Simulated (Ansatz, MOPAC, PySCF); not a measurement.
Dissociation curve of SMILES [OH2+][AlH3-]. The Al1–O5 bond (Al1 also carries H, H, H; O5 carries H, H) is stretched with both fragments frozen at the PBE0/def2-TZVP optimised geometry.

- PM7, restricted, heats of formation (MOPAC)
- RKS-B3LYP/6-31G* = PySCF 2.14.0 with restricted B3LYP/6-31G*, spherical d
- RKS-M06-2X/6-31G* = restricted M06-2X/6-31G*, spherical d (PySCF 2.14.0)
- UCCSD(T) = CCSD(T) on UHF/cc-pVTZ, frozen core run with Ansatz (a quantum-chemistry and plane-wave program)

Energies relative to the lowest point of each curve near equilibrium, in kJ/mol; the last columns give the difference from UCCSD(T):

```json
[
 {"R / Å": "1.64", "PM7": "156.5", "RKS-B3LYP/6-31G*": "112.0", "RKS-M06-2X/6-31G*": "106.5", "UCCSD(T)": "103.1", "PM7 − UCCSD(T)": "53.5", "RKS-B3LYP/6-31G* − UCCSD(T)": "8.9", "RKS-M06-2X/6-31G* − UCCSD(T)": "3.4"},
 {"R / Å": "1.73", "PM7": "78.8", "RKS-B3LYP/6-31G*": "57.2", "RKS-M06-2X/6-31G*": "52.6", "UCCSD(T)": "51.4", "PM7 − UCCSD(T)": "27.4", "RKS-B3LYP/6-31G* − UCCSD(T)": "5.8", "RKS-M06-2X/6-31G* − UCCSD(T)": "1.3"},
 {"R / Å": "1.81", "PM7": "36.7", "RKS-B3LYP/6-31G*": "27.7", "RKS-M06-2X/6-31G*": "24.3", "UCCSD(T)": "24.2", "PM7 − UCCSD(T)": "12.5", "RKS-B3LYP/6-31G* − UCCSD(T)": "3.5", "RKS-M06-2X/6-31G* − UCCSD(T)": "0.1"},
 {"R / Å": "1.91", "PM7": "9.1", "RKS-B3LYP/6-31G*": "8.0", "RKS-M06-2X/6-31G*": "6.0", "UCCSD(T)": "6.5", "PM7 − UCCSD(T)": "2.6", "RKS-B3LYP/6-31G* − UCCSD(T)": "1.5", "RKS-M06-2X/6-31G* − UCCSD(T)": "-0.4"},
 {"R / Å": "1.99", "PM7": "0.9", "RKS-B3LYP/6-31G*": "1.3", "RKS-M06-2X/6-31G*": "0.6", "UCCSD(T)": "0.8", "PM7 − UCCSD(T)": "0.0", "RKS-B3LYP/6-31G* − UCCSD(T)": "0.4", "RKS-M06-2X/6-31G* − UCCSD(T)": "-0.3"},
 {"R / Å": "2.03", "PM7": "0.0", "RKS-B3LYP/6-31G*": "0.0", "RKS-M06-2X/6-31G*": "0.0", "UCCSD(T)": "0.0", "PM7 − UCCSD(T)": "0.0", "RKS-B3LYP/6-31G* − UCCSD(T)": "0.0", "RKS-M06-2X/6-31G* − UCCSD(T)": "0.0"},
 {"R / Å": "2.12", "PM7": "3.5", "RKS-B3LYP/6-31G*": "0.7", "RKS-M06-2X/6-31G*": "2.2", "UCCSD(T)": "1.4", "PM7 − UCCSD(T)": "2.1", "RKS-B3LYP/6-31G* − UCCSD(T)": "-0.6", "RKS-M06-2X/6-31G* − UCCSD(T)": "0.8"},
 {"R / Å": "2.15", "PM7": "5.9", "RKS-B3LYP/6-31G*": "1.8", "RKS-M06-2X/6-31G*": "3.8", "UCCSD(T)": "2.6", "PM7 − UCCSD(T)": "3.3", "RKS-B3LYP/6-31G* − UCCSD(T)": "-0.8", "RKS-M06-2X/6-31G* − UCCSD(T)": "1.2"},
 {"R / Å": "2.25", "PM7": "16.3", "RKS-B3LYP/6-31G*": "7.3", "RKS-M06-2X/6-31G*": "10.9", "UCCSD(T)": "8.3", "PM7 − UCCSD(T)": "8.0", "RKS-B3LYP/6-31G* − UCCSD(T)": "-1.1", "RKS-M06-2X/6-31G* − UCCSD(T)": "2.5"},
 {"R / Å": "2.36", "PM7": "29.9", "RKS-B3LYP/6-31G*": "15.3", "RKS-M06-2X/6-31G*": "20.5", "UCCSD(T)": "16.4", "PM7 − UCCSD(T)": "13.5", "RKS-B3LYP/6-31G* − UCCSD(T)": "-1.1", "RKS-M06-2X/6-31G* − UCCSD(T)": "4.1"},
 {"R / Å": "2.49", "PM7": "45.8", "RKS-B3LYP/6-31G*": "25.6", "RKS-M06-2X/6-31G*": "32.5", "UCCSD(T)": "26.6", "PM7 − UCCSD(T)": "19.1", "RKS-B3LYP/6-31G* − UCCSD(T)": "-1.0", "RKS-M06-2X/6-31G* − UCCSD(T)": "5.9"},
 {"R / Å": "2.73", "PM7": "68.9", "RKS-B3LYP/6-31G*": "44.0", "RKS-M06-2X/6-31G*": "53.2", "UCCSD(T)": "44.3", "PM7 − UCCSD(T)": "24.6", "RKS-B3LYP/6-31G* − UCCSD(T)": "-0.3", "RKS-M06-2X/6-31G* − UCCSD(T)": "8.9"},
 {"R / Å": "3.01", "PM7": "84.7", "RKS-B3LYP/6-31G*": "61.6", "RKS-M06-2X/6-31G*": "72.9", "UCCSD(T)": "60.7", "PM7 − UCCSD(T)": "24.0", "RKS-B3LYP/6-31G* − UCCSD(T)": "0.9", "RKS-M06-2X/6-31G* − UCCSD(T)": "12.2"},
 {"R / Å": "3.34", "PM7": "94.3", "RKS-B3LYP/6-31G*": "77.0", "RKS-M06-2X/6-31G*": "90.2", "UCCSD(T)": "74.4", "PM7 − UCCSD(T)": "19.9", "RKS-B3LYP/6-31G* − UCCSD(T)": "2.6", "RKS-M06-2X/6-31G* − UCCSD(T)": "15.9"},
 {"R / Å": "3.68", "PM7": "100.4", "RKS-B3LYP/6-31G*": "87.9", "RKS-M06-2X/6-31G*": "102.0", "UCCSD(T)": "83.8", "PM7 − UCCSD(T)": "16.6", "RKS-B3LYP/6-31G* − UCCSD(T)": "4.0", "RKS-M06-2X/6-31G* − UCCSD(T)": "18.1"},
 {"R / Å": "4.05", "PM7": "105.1", "RKS-B3LYP/6-31G*": "95.9", "RKS-M06-2X/6-31G*": "110.0", "UCCSD(T)": "90.7", "PM7 − UCCSD(T)": "14.4", "RKS-B3LYP/6-31G* − UCCSD(T)": "5.2", "RKS-M06-2X/6-31G* − UCCSD(T)": "19.3"},
 {"R / Å": "4.48", "PM7": "—", "RKS-B3LYP/6-31G*": "102.3", "RKS-M06-2X/6-31G*": "116.2", "UCCSD(T)": "96.0", "PM7 − UCCSD(T)": "—", "RKS-B3LYP/6-31G* − UCCSD(T)": "6.3", "RKS-M06-2X/6-31G* − UCCSD(T)": "20.2"},
 {"R / Å": "5.03", "PM7": "—", "RKS-B3LYP/6-31G*": "107.3", "RKS-M06-2X/6-31G*": "121.1", "UCCSD(T)": "100.1", "PM7 − UCCSD(T)": "—", "RKS-B3LYP/6-31G* − UCCSD(T)": "7.2", "RKS-M06-2X/6-31G* − UCCSD(T)": "20.9"},
 {"R / Å": "5.43", "PM7": "—", "RKS-B3LYP/6-31G*": "109.4", "RKS-M06-2X/6-31G*": "123.1", "UCCSD(T)": "101.9", "PM7 − UCCSD(T)": "—", "RKS-B3LYP/6-31G* − UCCSD(T)": "7.5", "RKS-M06-2X/6-31G* − UCCSD(T)": "21.1"},
 {"R / Å": "6.04", "PM7": "—", "RKS-B3LYP/6-31G*": "111.1", "RKS-M06-2X/6-31G*": "124.7", "UCCSD(T)": "103.5", "PM7 − UCCSD(T)": "—", "RKS-B3LYP/6-31G* − UCCSD(T)": "7.6", "RKS-M06-2X/6-31G* − UCCSD(T)": "21.2"},
 {"R / Å": "7.10", "PM7": "—", "RKS-B3LYP/6-31G*": "112.3", "RKS-M06-2X/6-31G*": "125.9", "UCCSD(T)": "104.7", "PM7 − UCCSD(T)": "—", "RKS-B3LYP/6-31G* − UCCSD(T)": "7.6", "RKS-M06-2X/6-31G* − UCCSD(T)": "21.2"}
]
```

PM7 is furthest from UCCSD(T) at 1.64 (53.5 kJ/mol, above); its mean absolute difference over the points is 15.1 kJ/mol.

RKS-B3LYP/6-31G* is furthest from UCCSD(T) at 1.64 (8.9 kJ/mol, above); its mean absolute difference over the points is 3.5 kJ/mol.

RKS-M06-2X/6-31G* is furthest from UCCSD(T) at 6.04 (21.2 kJ/mol, above); its mean absolute difference over the points is 9.5 kJ/mol.

A dash means that the run gave no value there, or that the column was ended at a point which the program doubted or which failed a test of continuity chosen for this set; such a test can also cut sound points.
